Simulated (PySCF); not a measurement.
ammonia borane (H6BN), singlet, geometry from GFN2-xTB; PySCF with CAMB3LYP/pcseg-1.

Here is a job for PySCF.
```python
from pyscf import gto, scf, dft

mol = gto.Mole()
mol.atom = '''
    B    -0.914919    0.112100   -0.016619
    N     0.730879   -0.089551    0.013276
    H    -1.313993   -0.641683   -0.847374
    H    -1.091550    1.255010   -0.299746
    H    -1.290050   -0.160526    1.079991
    H     0.933910   -1.052864    0.251240
    H     1.120083    0.534559    0.709573
    H     1.100043    0.131858   -0.903521
'''
mol.basis = 'pcseg-1'
mol.charge = 0
mol.spin = 0
mol.verbose = 4
mol.build()

mf = dft.RKS(mol)
mf.xc = 'camb3lyp'
mf.grids.prune = None
mf.kernel()
mf.analyze()
```

Output, abridged:

```
PySCF version 2.14.0

[INPUT] verbose = 4
[INPUT] num. atoms = 8
[INPUT] num. electrons = 18
[INPUT] charge = 0
[INPUT] spin (= nelec alpha-beta = 2S) = 0
[INPUT] symmetry False subgroup None
[INPUT] Mole.unit = angstrom
[INPUT] Symbol           X                Y                Z      unit          X                Y                Z       unit  Magmom
[INPUT]  1 B     -0.914919000000   0.112100000000  -0.016619000000 AA   -1.728946336161   0.211838298564  -0.031405358464 Bohr   0.0
[INPUT]  2 N      0.730879000000  -0.089551000000   0.013276000000 AA    1.381161140196  -0.169226864181   0.025088004030 Bohr   0.0
[INPUT]  3 H     -1.313993000000  -0.641683000000  -0.847374000000 AA   -2.483086899596  -1.212605128789  -1.601304785077 Bohr   0.0
[INPUT]  4 H     -1.091550000000   1.255010000000  -0.299746000000 AA   -2.062730551269   2.371625183590  -0.566437846934 Bohr   0.0
[INPUT]  5 H     -1.290050000000  -0.160526000000   1.079991000000 AA   -2.437841186995  -0.303350175872   2.040887206995 Bohr   0.0
[INPUT]  6 H      0.933910000000  -1.052864000000   0.251240000000 AA    1.764834124993  -1.989624606414   0.474774791536 Bohr   0.0
[INPUT]  7 H      1.120083000000   0.534559000000   0.709573000000 AA    2.116650106781   1.010170107421   1.340898635386 Bohr   0.0
[INPUT]  8 H      1.100043000000   0.131858000000  -0.903521000000 AA    2.078779995245   0.249175507333  -1.707407237793 Bohr   0.0

nuclear repulsion = 40.7879945878591
number of shells = 18
number of NR pGTOs = 92
number of NR cGTOs = 58
basis = pcseg-1
ecp = {}

******** <class 'pyscf.dft.rks.RKS'> ********
method = RKS
initial guess = minao
damping factor = 0
level_shift factor = 0
DIIS = <class 'pyscf.scf.diis.CDIIS'>
diis_start_cycle = 1
diis_space = 8
diis_damp = 0
SCF conv_tol = 1e-09
SCF conv_tol_grad = None
SCF max_cycles = 50
direct_scf = True
direct_scf_tol = 1e-13
XC library pyscf.dft.libxc version 7.1.2
    S. Lehtola, C. Steigemann, M. J. T. Oliveira, and M. A. L. Marques,  SoftwareX 7, 1–5 (2018)
XC functionals = camb3lyp
    T. Yanai, D. P. Tew, and N. C. Handy,  Chem. Phys. Lett. 393, 51 (2004)
radial grids:
    Treutler-Ahlrichs [JCP 102, 346 (1995); DOI:10.1063/1.469408] (M4) radial grids

becke partition: Becke, JCP 88, 2547 (1988); DOI:10.1063/1.454033
pruning grids: None
grids dens level: 3
symmetrized grids: False
atomic radii adjust function: <function treutler_atomic_radii_adjust>
small_rho_cutoff = 0
Set gradient conv threshold to 3.16228e-05
Initial guess from minao.
tot grids = 135904
init E= -83.0913275892596
  HOMO = -0.371728555104065  LUMO = 0.0200020488800137  gap/eV = 10.65953
cycle= 1 E= -83.1123487901701  delta_E= -0.021  |g|= 0.284  |ddm|= 2.22
  HOMO = -0.285830741100458  LUMO = 0.0293806513168202  gap/eV = 8.57734
cycle= 2 E= -83.1368131437408  delta_E= -0.0245  |g|= 0.144  |ddm|= 0.498
  HOMO = -0.341081126177206  LUMO = 0.0372887485084781  gap/eV = 10.29597
cycle= 3 E= -83.143442862631  delta_E= -0.00663  |g|= 0.0228  |ddm|= 0.154
  HOMO = -0.34044032687791  LUMO = 0.0400668076720501  gap/eV = 10.35413
cycle= 4 E= -83.1435794476155  delta_E= -0.000137  |g|= 0.00723  |ddm|= 0.0221
  HOMO = -0.340012219143233  LUMO = 0.0407247083899418  gap/eV = 10.36038
cycle= 5 E= -83.1435893793316  delta_E= -9.93e-06  |g|= 0.00312  |ddm|= 0.00739
  HOMO = -0.340048192546717  LUMO = 0.0404685165877967  gap/eV = 10.35439
cycle= 6 E= -83.1435915219626  delta_E= -2.14e-06  |g|= 0.000148  |ddm|= 0.00258
  HOMO = -0.340048983414102  LUMO = 0.0404672413637268  gap/eV = 10.35437
cycle= 7 E= -83.1435915342075  delta_E= -1.22e-08  |g|= 2e-05  |ddm|= 0.000504
  HOMO = -0.340048911263648  LUMO = 0.0404692973041274  gap/eV = 10.35443
cycle= 8 E= -83.143591534499  delta_E= -2.91e-10  |g|= 4.29e-06  |ddm|= 9.41e-05
  HOMO = -0.340049651600009  LUMO = 0.0404693252404358  gap/eV = 10.35445
Extra cycle  E= -83.1435915345065  delta_E= -7.5e-12  |g|= 1.03e-06  |ddm|= 1.2e-05
converged SCF energy = -83.1435915345065
**** SCF Summaries ****
Total Energy =                         -83.143591534506527
Nuclear Repulsion Energy =              40.787994587859068
One-electron Energy =                 -191.111053147836657
Two-electron Energy =                   67.179467025471055
Two-electron Coulomb Energy =           80.345312925221705
DFT Exchange-Correlation Energy =      -13.165845899750652
HOMO-LUMO gap [eV] =                    10.354448766740781
**** MO energy ****
MO #1   energy= -14.4683489256359  occ= 2
MO #2   energy= -6.74568332543522  occ= 2
MO #3   energy= -1.03486126062828  occ= 2
MO #4   energy= -0.629036154889022 occ= 2
MO #5   energy= -0.629035337339183 occ= 2
MO #6   energy= -0.587019105905971 occ= 2
MO #7   energy= -0.423190111110414 occ= 2
MO #8   energy= -0.3400506973512   occ= 2
MO #9   energy= -0.340049651600009 occ= 2
MO #10  energy= 0.0404693252404358 occ= 0
MO #11  energy= 0.113743611663047  occ= 0
MO #12  energy= 0.113745393929115  occ= 0
MO #13  energy= 0.189421694604847  occ= 0
MO #14  energy= 0.192575796646786  occ= 0
MO #15  energy= 0.214795306862     occ= 0
MO #16  energy= 0.214797284469212  occ= 0
MO #17  energy= 0.329045538222535  occ= 0
 ** Mulliken pop on meta-lowdin orthogonal AOs  **
 ** Mulliken pop  **
 ** Mulliken atomic charges  **
charge of    0B =     -0.35735
charge of    1N =     -0.27549
charge of    2H =     -0.03829
charge of    3H =     -0.03829
charge of    4H =     -0.03829
charge of    5H =      0.24923
charge of    6H =      0.24923
charge of    7H =      0.24923
Dipole moment(X, Y, Z, Debye):  5.49551, -0.67331,  0.09982
```
